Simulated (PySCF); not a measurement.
BeFH₂N, SMILES [NH2][Be][F].

The structure is a stationary point at TPSSh-D3(BJ)/def2-TZVP. One conformer was computed; it need not be the lowest.

These are IEF-PCM-ωB97X/def2-SVP (PySCF) values and carry that method's errors.

The values are the electrostatic part of the solvation free energy, E(continuum) − E(gas) at the gas-phase geometry, in a cavity of scaled van der Waals radii (PySCF's table); cavitation and dispersion terms are not included. A continuum can't describe solvent molecules that bind to the metal. In vacuum the orbital gap is 11.76 eV. The dipole moment in vacuum is 2.27 D.

Computed values in water (ε = 78.36), acetone (ε = 20.49), n-hexane (ε = 1.88):
```csv
solvent,ε,ΔG(elec) (kcal/mol),dipole (D),gap (eV)
water,78.36,-6.9,2.50,11.77
acetone,20.49,-6.5,2.49,11.77
n-hexane,1.88,-2.5,2.37,11.75
```
